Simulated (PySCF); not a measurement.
InI₃, SMILES [In]([I])([I])[I].

The structure is a stationary point at PBE0-D3(BJ)/def2-SVP. The isomer is the one that the SMILES or the coordinates give; other isomers of the formula were not compared. The def2 effective core potentials stand for the cores of I, In; spin–orbit coupling is left out.

Method: C-PCM-B3LYP/def2-SVP (PySCF 2.14.0).

The values are the electrostatic part of the solvation free energy, E(continuum) − E(gas) at the gas-phase geometry, in a cavity of scaled van der Waals radii (PySCF's table); cavitation and dispersion terms are not included. A continuum can't describe solvent molecules that bind to the metal. In vacuum the orbital gap is 4.15 eV. The dipole moment in vacuum is 0.00 D.

```tsv
solvent	ε	ΔG(elec) (kcal/mol)	dipole (D)	gap (eV)
water	78.36	-4.9	0.00	4.31
chlorobenzene	5.70	-4.0	0.00	4.28
tetrahydrofuran	7.43	-4.2	0.00	4.29
```
